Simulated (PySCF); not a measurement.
# Working out the ionisation energy of C⁺

C⁺ [He] 2s2 2p1 (2P) → C²⁺ [He] 2s2 (1S). All numbers are calculated (PySCF 2.14, scalar relativity by spin-free X2C-1e, in ANO-RCC-VQZP). Frozen: nothing. Energies in hartree (1 hartree = 27.21139 eV):

```csv
part,C⁺ (lower),C²⁺ (upper)
UHF,-37.311794,-36.423233
MP2 opposite-spin,-0.063426,-0.057687
MP2 same-spin,-0.005905,-0.001407
```

What does Hartree-Fock give?

(-36.423233) − (-37.311794) = 0.888561 hartree = 24.179 eV.

What do MP2 and SCS-MP2 (6/5 opposite-spin, 1/3 same-spin) give?

The opposite-spin parts differ by 0.156 eV and the same-spin parts by 0.122 eV. MP2: 24.179 + (0.156) + (0.122) = 24.457 eV. SCS-MP2: 24.179 + 1.2 × (0.156) + (0.122)/3 = 24.407 eV.

Measured between the centres of the two terms (NIST): 24.378 eV, so MP2 (valence and next inner shell) is off by 0.079 eV.

What remains against the reference includes basis incompleteness and correlation beyond second order.
